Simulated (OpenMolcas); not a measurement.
## How basis sets differ on SiH3O4 (SMILES [O][Si](O)(O)O)

SiH3O4 has 8 atoms, charge 0, and is taken as a doublet. SMILES: `[O][Si](O)(O)O`. Geometry: relaxed at PBE0-D4/def2-TZVP. This is one conformer, not always the lowest.

```csv
atom,x (Å),y (Å),z (Å)
O,-1.4176,0.2478,1.1930
Si,-0.1958,0.0587,0.0910
O,1.1171,-0.0673,1.0498
O,-0.2499,1.3391,-0.9027
O,-0.2663,-1.2635,-0.8497
H,1.2714,0.6330,1.6867
H,-0.0940,1.1731,-1.8338
H,-0.1650,-2.1208,-0.4343
```

Each level gives the dipole moment (D). The values are calculated.

```csv
level,kind,program,value (D),CPU time
ROHF/ANO-R0 (sfX2C),Hartree–Fock,OpenMolcas,0.87,5.1 s
ROHF/ANO-XS-MB (DKH2),Hartree–Fock,OpenMolcas,1.58,1.9 s
UHF/STO-3G,Hartree–Fock,OpenMolcas,0.86,1.6 s
UHF/3-21G,Hartree–Fock,OpenMolcas,1.52,2.6 s
UHF/6-31G* (spherical functions),Hartree–Fock,OpenMolcas,1.47,8 s
```

The values span 0.86 to 1.58 D. Magnitudes only. Sets without polarisation functions give poor dipoles. Times are those of the runs behind each value, whatever else they computed, on shared processors of several kinds: orders of magnitude only.
